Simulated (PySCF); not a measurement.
Geometries of 5 isomers of C3H7FSi, from PySCF, PBE0-D3(BJ)/def2-SVP geometry optimisation, gas phase. One conformer each, no zero-point energy, no frequencies.

Question: Which isomer lies lowest at this level?
A.
```xyz
12
angstrom
C      1.675   -0.460    0.815
Si     0.290   -0.457   -0.439
C     -0.795    1.040   -0.718
C     -1.468   -0.074    0.077
F     -2.558   -0.659   -0.500
H      2.600   -0.052    0.379
H      1.400    0.164    1.678
H      1.884   -1.478    1.176
H      0.471   -1.315   -1.637
H     -0.671    2.018   -0.238
H     -1.171    1.119   -1.746
H     -1.661    0.164    1.133
```
B.
```xyz
12
angstrom
F      1.029   -1.927    0.641
C      0.327   -0.746    0.659
C     -0.918   -0.738   -0.241
Si    -0.567    1.109   -0.514
C      1.105    0.458    0.110
H      0.033   -0.557    1.708
H     -0.688   -1.282   -1.172
H     -1.845   -1.138    0.188
H     -1.274    2.030    0.425
H     -0.649    1.656   -1.900
H      1.759    0.991    0.811
H      1.700    0.129   -0.759
```
C.
```xyz
12
angstrom
F     -0.260    1.823   -0.522
C     -0.996    0.679   -0.514
C     -1.124   -0.059    0.763
C     -0.270   -0.615   -0.368
Si     1.599   -0.639   -0.222
H     -1.847    0.747   -1.200
H     -2.074   -0.547    0.999
H     -0.602    0.365    1.627
H     -0.695   -1.457   -0.926
H      2.055    0.390    0.758
H      2.237   -0.380   -1.548
H      2.037   -1.986    0.256
```
D.
```xyz
12
angstrom
C     -0.970   -1.151    0.176
C     -0.216    0.122   -0.090
Si     1.598    0.250    0.347
C     -0.797    1.179   -0.664
F     -2.077    1.187   -1.036
H     -0.596   -1.970   -0.461
H     -0.841   -1.478    1.221
H     -2.045   -1.032   -0.019
H      2.393   -0.765   -0.413
H      2.099    1.618    0.014
H      1.804   -0.015    1.805
H     -0.303    2.131   -0.885
```
E.
```xyz
12
angstrom
C      2.285   -0.410   -0.348
C      1.211   -0.087    0.382
Si    -0.254    0.855   -0.287
C     -1.836   -0.173   -0.040
F     -2.010   -0.406    1.312
H      3.125   -0.977    0.070
H      2.378   -0.121   -1.401
H      1.178   -0.408    1.432
H     -0.061    1.111   -1.749
H     -0.436    2.150    0.437
H     -2.729    0.343   -0.435
H     -1.757   -1.143   -0.564
```

Answer: B. That is `FC1C[SiH2]C1`, 7.6 kcal/mol below the next.

```
                SMILES                 atoms numbered as above      E (Eh)  relative (kcal/mol)  relative (kJ/mol)  dipole (D)
          FC1C[SiH2]C1     [F:1][CH:2]1[CH2:3][SiH2:4][CH2:5]1  -507.23804                  0.0                0.0        1.43
       C/C([SiH3])=C\F    [CH3:1]/[C:2]([SiH3:3])=[CH:4]\[F:5]  -507.22590                  7.6               31.9        0.48
F[C@@H]1C[C@@H]1[SiH3]  [F:1][C@@H:2]1[CH2:3][C@@H:4]1[SiH3:5]  -507.21659                 13.5               56.3        1.89
     C[Si@@H]1C[C@H]1F   [CH3:1][Si@@H:2]1[CH2:3][C@H:4]1[F:5]  -507.21363                 15.3               64.1        2.48
           C=C[SiH2]CF      [CH2:1]=[CH:2][SiH2:3][CH2:4][F:5]  -507.21230                 16.2               67.6        1.53
```

As drawn, the lowest has a four-membered ring, which the highest lacks; the highest has a C=C bond outside aromatic rings, which the lowest lacks.
